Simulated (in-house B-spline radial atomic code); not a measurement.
Inner levels of europium as electrons are removed. A shift is the extra binding of the orbital against the neutral atom ([Xe] 4f5/2(6) 4f7/2(1) 6s2). The density at the nucleus is averaged over the nuclear charge. Computed with a radial B-spline atomic code at the basis-set limit: Dirac-Hartree-Fock, jj configuration that fills j = l - 1/2 first, finite nuclei.

A number in brackets counts the electrons of a j subshell.

```csv
ion,configuration,shift of 4d5/2 (eV),shift of 3s1/2 (eV),shift of 3d3/2 (eV),radius of 4d5/2 (bohr),radius of 3s1/2 (bohr),radius of 3d3/2 (bohr),Σ<r²> (bohr²),change of density at nucleus (bohr⁻³)
Eu,[Xe] 4f5/2(6) 4f7/2(1) 6s2,0,0,0,0.66098,0.24825,0.2235,88.234,-
Eu+,[Xe] 4f5/2(6) 4f7/2(1) 6s1,5.9534,5.9426,5.9534,0.66098,0.24826,0.2235,58.683,-10.661
Eu2+,[Xe] 4f5/2(6) 4f7/2(1),13.135,13.106,13.139,0.66098,0.24826,0.2235,39.617,-32.251
Eu3+,[Xe] 4f5/2(6),31.057,32.863,33.076,0.65765,0.24827,0.22358,35.607,3.681
Eu4+,[Xe] 4f5/2(5),?,?,?,?,?,?,?,?
Eu5+,[Kr] 4d10 4f5/2(5) 5s2 5p1/2(2) 5p3/2(3),69.157,72.743,72.625,0.65228,0.24827,0.22354,29.013,76.344
Eu6+,[Kr] 4d10 4f5/2(5) 5s2 5p1/2(2) 5p3/2(2),86.182,90.126,90.114,0.65127,0.24826,0.22353,25.86,104.23
Eu7+,[Kr] 4d10 4f5/2(5) 5s2 5p1/2(2) 5p3/2(1),103.89,108.29,108.39,0.6501,0.24825,0.22351,22.968,134.03
Eu8+,[Kr] 4d10 4f5/2(5) 5s2 5p1/2(2),122.26,127.19,127.43,0.64879,0.24823,0.2235,20.296,165.7
Eu9+,[Kr] 4d10 4f5/2(5) 5s2 5p1/2(1),?,?,?,?,?,?,?,?
Eu10+,[Kr] 4d10 4f5/2(5) 5s2,161.98,168.08,168.52,0.64612,0.24819,0.22345,15.751,208.37
Eu11+,[Kr] 4d10 4f5/2(4) 5s2,191.15,200.41,200.32,0.63958,0.24817,0.22336,14.61,275.42
Eu12+,[Kr] 4d10 4f5/2(3) 5s2,?,?,?,?,?,?,?,?
Eu13+,[Kr] 4d10 4f5/2(2) 5s2,253.46,270.9,269.54,0.62564,0.24812,0.22312,12.683,426.23
Eu14+,[Kr] 4d10 4f5/2(2) 5s1,277.16,295.79,294.84,0.62329,0.24813,0.22307,11.108,48.443
Eu15+,[Kr] 4d10 4f5/2(2),301.34,321.28,320.75,0.62087,0.24813,0.22302,9.6059,-356.5
Eu16+,[Kr] 4d10 4f5/2(1),335.61,360.92,359.69,0.61362,0.24808,0.22284,8.9279,-318.04
```

Fill in the row of Eu4+.

shift of 4d5/2 (eV): 52.861; shift of 3s1/2 (eV): 56.174; shift of 3d3/2 (eV): 55.963; radius of 4d5/2 (bohr): 0.65313; radius of 3s1/2 (bohr): 0.24828; radius of 3d3/2 (bohr): 0.22355; Σ<r²> (bohr²): 32.48; change of density at nucleus (bohr⁻³): 50.392.

Fill in the row of Eu9+.

shift of 4d5/2 (eV): 141.8; shift of 3s1/2 (eV): 147.26; shift of 3d3/2 (eV): 147.6; radius of 4d5/2 (bohr): 0.64754; radius of 3s1/2 (bohr): 0.24821; radius of 3d3/2 (bohr): 0.22347; Σ<r²> (bohr²): 17.942; change of density at nucleus (bohr⁻³): 186.66.

Fill in the row of Eu12+.

shift of 4d5/2 (eV): 221.68; shift of 3s1/2 (eV): 234.71; shift of 3d3/2 (eV): 234.03; radius of 4d5/2 (bohr): 0.63272; radius of 3s1/2 (bohr): 0.24815; radius of 3d3/2 (bohr): 0.22326; Σ<r²> (bohr²): 13.595; change of density at nucleus (bohr⁻³): 348.1.
